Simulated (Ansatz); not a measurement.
CH3F2GeN (`F[C@@H]1[NH][Ge@@H]1[F]`) at its PBE0-D4/def2-TZVP geometry, where that method's forces vanish. The species carries charge 0 and has multiplicity 1.

```xyz
8

F     1.7484    0.4843   -0.7016
C     0.8967    0.1948    0.3379
N     0.1149   -0.9819    0.1991
Ge   -0.9960    0.4257   -0.0336
F    -1.3711    0.8753   -1.6660
H     1.4370    0.3675    1.2691
H     0.4725   -1.8591   -0.1487
H    -2.3023    0.4935    0.7439
```

Task: What forces (eV/Å) does ωB97M-V/def2-TZVPP give on these atoms in the Gaussian-basis code of Ansatz? (Best estimate.)

Result: Computed: 
```
F1   0.128  0.025 -0.207
C2  -0.058  0.231  0.349
N3  -0.069 -0.290 -0.065
Ge4 -0.061 -0.034  0.146
F5  -0.010  0.023 -0.073
H6  -0.054 -0.043 -0.101
H7  -0.013  0.071  0.023
H8   0.137  0.016 -0.072
```
